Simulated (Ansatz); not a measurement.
Geometry optimisation, RKS B3LYP-D4/def2-SVP (Ansatz).

Input:

```yaml
crystal:
  periodic: [false, false, false]
  atoms:
    - { symbol: S, position_ang: [-1.71419, -0.56921, 0.67041] }
    - { symbol: Te, position_ang: [0.39083, -1.26315, -0.24399] }
    - { symbol: Te, position_ang: [1.52953, 1.1323, -0.73039] }
    - { symbol: H, position_ang: [-2.41997, -0.55566, -0.45251] }
    - { symbol: H, position_ang: [0.95538, 1.24055, -2.2643] }
basis:
  gaussian: { orbitals: def2-SVP }
hamiltonian:
  xc: b3lyp
  dispersion: d4
relax:
  f_tol: 0.015
  max_steps: 40
```

Command:

```bash
$ ansatz run input.yaml --threads 1 --pin off --max-ram 2048MiB --backend cpu --events-out ev --progress --plain --runs-dir out
```

Problem. Where does it end, and by what steps?

Solution. It converged. After 5 steps the energy has fallen by 0.064 eV; S1 moved furthest, 0.11 Å.

| step | energy less start (eV) | largest force component (eV/Å) | accepted |
| --- | --- | --- | --- |
| 0 | 0.0000 | 1.016 | yes |
| 1 | 0.0402 | 0.839 | no |
| 2 | -0.0609 | 0.169 | yes |
| 3 | -0.0631 | 0.082 | yes |
| 4 | -0.0638 | 0.017 | yes |
| 5 | -0.0639 | 0.008 | yes |

```xyz
5
Properties=species:S:1:pos:R:3
S -1.785 -0.636 0.727
Te 0.384 -1.256 -0.222
Te 1.594 1.151 -0.756
H -2.457 -0.561 -0.449
H 1.006 1.286 -2.321
```

The run took 33 s on 1 CPU thread of a shared host.
